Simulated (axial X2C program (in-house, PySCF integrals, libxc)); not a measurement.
**Density and ELF of MoBr⁺**

All values were computed with an in-house all-electron X2C program for linear molecules (integrals from PySCF). Spin-free means the one-electron spin-free X2C Hamiltonian. Basis: Mo dyall-cv3z [11s12p9d5f3g], Br dyall-cv3z [8s9p6d4f1g] (cores contracted in-house); Gaussian nuclei, density fitting, unrestricted open shells. Masses: Mo 97.905 u, Br 78.918 u.

PBE0, scalar-relativistic, state M_S = 2, Λ = 0 (beyond evenly filled blocks: π+α, π-α, δ+α, δ-α); Mo at z = 0, Br at z = 2.341 Å.

The maps cover the half plane through the axis: z from -2.4 to 4.2 Å along the bond, ρ from 0.15 to 2.25 Å away from it.

log10 of the density in e/bohr³:

```
 ρ\z  -2.4  -1.8  -1.2  -0.6   0.0   0.6   1.2   1.8   2.4   3.0   3.6   4.2
0.15  -4.0  -2.9  -1.7  -0.2   1.7  -0.3  -1.0  -0.3   1.4  -0.6  -1.6  -2.7
0.45  -4.0  -2.9  -1.7  -0.5   0.1  -0.5  -1.1  -0.6   0.1  -0.8  -1.7  -2.7
0.75  -4.0  -2.9  -1.9  -0.9  -0.5  -0.9  -1.3  -0.9  -0.7  -1.1  -1.9  -2.9
1.05  -4.0  -3.1  -2.2  -1.5  -1.2  -1.5  -1.6  -1.3  -1.1  -1.5  -2.2  -3.1
1.35  -4.2  -3.3  -2.5  -2.0  -1.9  -2.0  -2.0  -1.7  -1.6  -1.9  -2.5  -3.4
1.65  -4.4  -3.5  -2.9  -2.5  -2.4  -2.5  -2.4  -2.2  -2.1  -2.3  -2.9  -3.7
1.95  -4.6  -3.9  -3.3  -3.0  -2.9  -2.9  -2.8  -2.6  -2.6  -2.8  -3.3  -4.0
2.25  -4.9  -4.2  -3.7  -3.5  -3.4  -3.4  -3.3  -3.1  -3.1  -3.3  -3.7  -4.3
```

Electron localisation function (collinear form, no current term, damped to 0 at low density):

```
 ρ\z  -2.4  -1.8  -1.2  -0.6   0.0   0.6   1.2   1.8   2.4   3.0   3.6   4.2
0.15  0.00  0.00  0.05  0.69  0.54  0.60  0.56  0.17  0.29  0.30  0.69  0.17
0.45  0.00  0.01  0.12  0.77  0.32  0.70  0.52  0.33  0.37  0.61  0.67  0.15
0.75  0.00  0.02  0.23  0.66  0.69  0.52  0.45  0.74  0.53  0.83  0.61  0.12
1.05  0.00  0.04  0.27  0.45  0.33  0.25  0.36  0.78  0.85  0.82  0.51  0.08
1.35  0.00  0.04  0.21  0.26  0.12  0.11  0.26  0.67  0.79  0.71  0.35  0.04
1.65  0.00  0.02  0.13  0.12  0.05  0.05  0.16  0.48  0.62  0.51  0.19  0.01
1.95  0.00  0.01  0.05  0.05  0.02  0.03  0.07  0.26  0.38  0.27  0.06  0.00
2.25  0.00  0.00  0.01  0.02  0.01  0.01  0.03  0.10  0.15  0.08  0.01  0.00
```

Axial spin density in 10⁻³ e/bohr³:

```
 ρ\z  -2.4  -1.8  -1.2  -0.6    0.0   0.6  1.2   1.8   2.4   3.0   3.6   4.2
0.15   0.0   0.4   3.8  30.5  485.6  28.4  2.7  -6.9  29.2  -8.8  -2.3  -0.2
0.45   0.1   0.6   8.1  95.1  113.0  91.5  3.6  -5.6   2.9  -2.1  -1.3  -0.1
0.75   0.1   0.8   8.6  61.4   95.8  54.3  2.7  -2.3  10.0   2.2  -0.3  -0.1
1.05   0.1   0.7   5.6  24.9   33.4  19.5  1.3  -0.8   5.0   2.1   0.1   0.0
1.35   0.1   0.5   2.8   8.8   10.4   6.1  0.5  -0.2   1.7   1.1   0.2   0.0
1.65   0.0   0.3   1.2   2.9    3.2   1.9  0.2  -0.1   0.6   0.4   0.1   0.0
1.95   0.0   0.1   0.5   1.0    1.0   0.6  0.1   0.0   0.2   0.2   0.1   0.0
2.25   0.0   0.1   0.2   0.3    0.3   0.2  0.0   0.0   0.1   0.1   0.0   0.0
```

One determinant describes the state; a PBE0 search over occupations chose it and may have missed a lower one. Other states lie close and PBE0, whose exact exchange favours high spin, may order them wrongly; the determinant shown need not be the ground state. The nearest other spin-free determinant of the search, M_S = 2, Λ = 1, lies 0.03 eV up at the distance of the search. The determinant is spin-polarised beyond a pure state at some levels (its spin-free form has ⟨S²⟩ too high), which makes Re and μ there less reliable. With spin–orbit coupling the lowest determinant has another configuration, so this spin-free state is a model.
